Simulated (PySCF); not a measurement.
Compound: C6H6BF3.
SMILES with atom numbers: `[CH2:1]=[CH:2]/[CH:3]=[C:4](/[CH:5]=[CH:6]/[F:7])[B:8]([F:9])[F:10]` (hydrogens: H11, H12 on C1; H13 on C2; H14 on C3; H15 on C5; H16 on C6)

The closed-shell SCF was solved with PySCF and density fitting under several settings on one GFN2-xTB geometry (grid level 2 and gas phase unless stated).

```csv
settings,basis functions,SCF cycles,E (Eh),HOMO (eV),LUMO (eV),dipole (D)
PBE0/pcSseg-1,200,14,-556.0468,-6.58,-2.21,2.14
PBE0/def2-SVPD,257,14,-555.7120,-6.64,-2.25,2.26
B97-D/6-31G*,152,16,-556.3239,-5.13,-2.41,1.56
"HSE06/STO-3G, grid level 4",56,14,-548.7169,-3.46,0.61,0.11
```

Problem. Estimate the row for these settings: mPW1PW91/pcSseg-0, damping 0.2 at the start, DIIS from the seventh cycle, fitting basis def2-universal-jkfit.

Solution. 
```tsv
settings	basis functions	SCF cycles	E (Eh)	HOMO (eV)	LUMO (eV)	dipole (D)
mPW1PW91/pcSseg-0, damping 0.2 at the start, DIIS from the seventh cycle, fitting basis def2-universal-jkfit	102	17	-555.3289	-6.69	-2.28	2.42
```

Problem. Over all rows, what range does the HOMO–LUMO gap span?

Solution. From 2.72 eV (B97-D/6-31G*) to 4.41 eV (mPW1PW91/pcSseg-0, damping 0.2 at the start, DIIS from the seventh cycle, fitting basis def2-universal-jkfit). The functional of the narrowest has no exact exchange, that of the widest 25 % exact exchange.

Problem. Compare two rows with the functional PBE0: PBE0/pcSseg-1 and PBE0/def2-SVPD. Which energy is lower, and by how much?

Solution. PBE0/pcSseg-1 (200 functions) lies 0.3348 Eh or 210 kcal/mol below PBE0/def2-SVPD (257 functions). The smaller set gives the lower energy; the two sets aren't nested, so the variational bound doesn't order them by size.

B97-D ran without the empirical dispersion term, which would shift the total energy alone. Cycle counts include a coarse-grid stage where the run had one. All basis functions are spherical, in the Pople sets too.

Conformer computed: `[CH2:1]=[CH:2]/[CH:3]=[C:4](/[CH:5]=[CH:6]/[F:7])[B:8]([F:9])[F:10]`: C1–C2–C3–C4 -179°, C3–C4–C5–C6 175°, C3–C4–B8–F9 166°.

One conformer stands for the species.
